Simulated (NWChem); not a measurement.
System: HSF$_{2}$ cation; SMILES F[SH+]F

```xyz
4

F     -0.4891    -0.0220    -1.2029
S      0.4827    -0.0317     0.0000
F     -0.4891    -0.0220     1.2029
H      0.7424     1.3230     0.0000
```
Atoms are numbered in this order, from 1.

Level: PBE0/def2-SVP (NWChem), optimised geometry, unscaled harmonic frequencies. 

Question: List the harmonic frequencies with IR intensities, and the thermochemistry.

Answer: 
```csv
frequency (cm⁻¹),IR intensity (km/mol)
376,20.1
950,74.8
979,125.9
1047,21.1
1049,30.7
2536,35.9
```

```json
{
 "zero_point_energy": "9.9 kcal/mol",
 "thermal correction to the enthalpy at 298.15 K (with zero-point energy)": "12.6 kcal/mol",
 "heat capacity Cv": "9.0 cal/(mol K)",
 "entropy at 298.15 K and 1 atm (symmetry number 1)": "62.9 cal/(mol K)"
}
```

Rigid rotor and harmonic oscillator.
